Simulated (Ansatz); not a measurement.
`[F][GaH][O][SiH3]` + `[AlH2][SeH]` → `[AlH2][Se][SiH3]` + `[OH][GaH][F]` at 500 K and 1 bar (ligand exchange at the Si–O bond).

Isolated molecules relaxed with PBE0-D4/def2-TZVP in Ansatz; ΔE leaves out vibrations. CCSD(T)/CBS is the MP2 limit (def2-TZVPP, def2-QZVPP) plus CCSD(T) − MP2 in def2-TZVPP, frozen cores. For Ga, Se outer-core shells are correlated without core-valence functions, which leaves a few kJ/mol of doubt a bond. Scalar relativity is left out up to krypton. Each species was taken in one conformer, which may not be the lowest.

| species | CCSD(T)/CBS energy (Eh) | H − E (kJ/mol) | S (J/(mol·K)) |
| --- | --- | --- | --- |
| `[F][GaH][O][SiH3]` | -2390.49581 | 143.9 | 417.4 |
| `[AlH2][SeH]` | -2644.54675 | 84.4 | 318.1 |
| `[AlH2][Se][SiH3]` | -2934.85173 | 147.2 | 401.9 |
| `[OH][GaH][F]` | -2100.17635 | 88.0 | 326.9 |

H − E and S are ideal-gas, rigid-rotor, harmonic terms from PBE0-D4/def2-TZVP, for one conformer and one mirror image of each species. 1 Eh = 2625.50 kJ/mol, R = 8.31446 J/(mol·K).

Task: By hand: ΔE, ΔH, ΔS and ΔG.

Result: ΔE = (-2934.85173) + (-2100.17635) − (-2390.49581) − (-2644.54675) = 0.01448 Eh = 38.0 kJ/mol. Δ(H − E) = 147.2 + 88.0 − 143.9 − 84.4 = 6.9, so ΔH = 44.9 kJ/mol. ΔS = 401.9 + 326.9 − 417.4 − 318.1 = -6.7 J/(mol·K). ΔG = 44.9 − 500 × (-6.7)/1000 = 48.2 kJ/mol.

Task: By hand: the equilibrium constant, and the temperature at which ΔG would vanish if ΔH and ΔS stayed fixed.

Result: log₁₀ K = −ΔG/(RT ln 10) = -5.0. ΔH and −TΔS have one sign here, so there is no such temperature.

The number of gas molecules stays the same, so ΔS is small and ΔH decides. A doubt of 5 kJ/mol in ΔE shifts log₁₀ K by 0.5 here. Other conformers and mirror images would add mixing entropy, several J/(mol·K) or more a flexible species. Modes under 60 cm⁻¹, often nearly free rotors, make the harmonic entropy too high. These are equilibria of isolated gas molecules and say nothing of rates. Largest T1 diagnostic: 0.015 (customary marks: 0.02 for closed shells, 0.045 for open ones).

ΔS is within the doubt of such terms, so its sign, and with it that verdict, could turn.
